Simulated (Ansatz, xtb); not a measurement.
Isomers of C3H3FN2S in order of energy

4 gas-phase structures of C3H3FN2S, from a drawn sample of its isomers (lower ones may exist). Each was relaxed with GFN2-xTB:

A. `Fc1ccn(S)n1`, a singlet
B. `Fc1[nH]ncc1S`, a singlet
C. `Fc1cnn(S)c1`, a singlet
D. `Fc1n[nH]cc1S`, a singlet

**Question.** Which do you expect lowest at r2SCAN-D4/def2-SVP, and how would the others follow?

**Answer.** Calculated order at r2SCAN-D4/def2-SVP: D (0.0), B (13.0), A (68.8), C (91.5) kJ/mol.

Energies above the lowest of each column, in kJ/mol; the last columns are at B3LYP-D3(BJ)/def2-SVP geometries:

```
structure  GFN2-xTB  HF/STO-3G  r2SCAN-D4/def2-SVP  B3LYP-D3(BJ)/def2-SVP  CCSD(T)/def2-SVP + ΔMP2/def2-TZVPP
        D       0.0        0.0                 0.0                    0.0                                 0.0
        B       2.1        1.5                13.0                   20.7                                22.8
        A      12.7       25.1                68.8                   55.1                                52.4
        C      22.4       39.2                91.5                   78.2                                76.3
```

Every level run on D puts it lowest or level with the lowest. Some further structures that were screened fall inside this span and aren't listed. Flexible structures stand in one conformer each, not always the lowest. Frequencies (GFN2-xTB) were run for B alone. ΔMP2 is the change of the MP2 energy from the smaller to the larger basis.

Over these structures GFN2-xTB departs from r2SCAN-D4/def2-SVP by 28.6 kJ/mol on average once a common shift is removed. A GFN2-xTB relaxation took about 0.048 s and the r2SCAN-D4/def2-SVP energy about 2.5 s on a shared host (Ansatz 0.2.0, xtb 6.7.1).
